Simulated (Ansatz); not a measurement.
Isolated molecules relaxed with PBE0-D4/def2-TZVP in Ansatz; ΔE leaves out vibrations. CCSD(T)/CBS adds triple-zeta CCSD(T) − MP2 to the extrapolated MP2 energy (def2 sets, frozen cores). This one scheme is used for every species. Each species was taken in one conformer, which may not be the lowest.

Consider the ligand exchange at the Si–F bond: `F[SiH](F)S[SiH2]Cl` + CH₃OH → `CO[SiH](F)S[SiH2]Cl` + H–F.

`F[SiH](F)S[SiH2]Cl`:

Z-matrix (Å, degrees):
```
Si
F 1 1.584
S 1 2.106 2 111.2
F 1 1.584 2 105.8 3 -120.4
H 1 1.470 2 109.0 3 121.3
Si 3 2.140 1 98.7 2 -70.8
Cl 6 2.043 3 111.5 1 -91.4
H 6 1.476 3 106.0 1 151.0
H 6 1.477 3 110.1 1 29.0
```

CH₃OH:

Cartesian coordinates in Å:
```
C 0.244 0.019 0.258
O -0.496 0.449 -0.861
H 0.955 0.812 0.495
H 0.812 -0.898 0.058
H -0.388 -0.146 1.140
H -1.128 -0.236 -1.089
```

`CO[SiH](F)S[SiH2]Cl`:

Cartesian coordinates in Å:
```
C 1.394 2.258 0.635
O 0.059 1.796 0.690
Si -0.585 0.542 -0.095
F -0.672 0.844 -1.658
S 0.666 -1.163 0.178
Si -0.711 -2.631 -0.504
Cl -1.906 -3.314 1.017
H 1.492 3.081 1.342
H 2.096 1.467 0.914
H 1.642 2.619 -0.367
H -1.956 0.337 0.396
H -1.600 -2.064 -1.541
H 0.081 -3.771 -1.008
```

H–F:

Cartesian coordinates in Å:
```
F 0.299 -0.168 0.307
H -0.299 0.168 -0.307
```

```
              species  CCSD/def2-TZVPP energy (Eh)
 `F[SiH](F)S[SiH2]Cl`                  -1637.06299
                CH₃OH                   -115.54074
`CO[SiH](F)S[SiH2]Cl`                  -1652.25310
                  H–F                   -100.33828
```

(1) Work out ΔE.

Largest T1 diagnostic among the species: 0.011.

Results:

(1) ΔE = (-1652.25310) + (-100.33828) − (-1637.06299) − (-115.54074) = 0.01235 Eh = +32.4 kJ/mol. CCSD(T)/CBS gives +29.4 kJ/mol.

In def2-TZVPP, CCSD(T) changes the Hartree–Fock value by −12.5 kJ/mol (the triples alone add −2.2 kJ/mol) and MP2 by −15.7 kJ/mol. The D4 term adds −9.0 kJ/mol with B3LYP and −5.2 kJ/mol with PBE0; it sums over pairs of atoms, weighted by their polarisabilities, and B3LYP, whose exchange is more repulsive, gets the larger term.

B3LYP here is the variant with VWN-RPA as its local correlation; programs differ in this.
